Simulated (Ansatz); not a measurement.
Isomers of HfGe10 (singlet), relaxed with PBE-D4/def2-SVP; total energies from Ansatz at RPA@PBE/def2-TZVP.

```json
{"isomer": "A", "description": "point group not assigned; 17 × Ge–Ge 2.46 to 2.83 Å; 5 × Ge–Hf 2.58 to 3.26 Å", "energy (Eh)": "-20804.92599"}
{"isomer": "B", "description": "point group not assigned; 14 × Ge–Ge 2.47 to 2.87 Å; 5 × Ge–Hf 2.60 to 3.06 Å", "energy (Eh)": "-20804.93553"}
```

In the def2 sets Hf takes a core potential; there is no spin–orbit coupling. Correlated methods freeze 90 core orbitals; core or outer-core shells of Hf, Ge are correlated, in sets that lack core-valence functions.

The isomers come from a short search, and lower ones may exist.

Work out the relative energies (1 Eh = 2625.5 kJ/mol) and the Boltzmann populations at 500 K from electronic energies alone (R = 8.314 J/mol/K).

ΔE: A 25.0, B 0.0 kJ/mol. RT = 4.16 kJ/mol. Factors exp(−ΔE/RT): A 0.00246, B 1; sum 1.002. Populations: A 0.2 %, B 99.8 %. Zero-point energy, vibrational entropy and symmetry numbers are left out and can shift these; an error of 4 kJ/mol changes a ratio by a factor of 2.6. Over the other density-functional and correlated levels in def2 sets, the gap between B and A ranges from 29 to 34 kJ/mol.
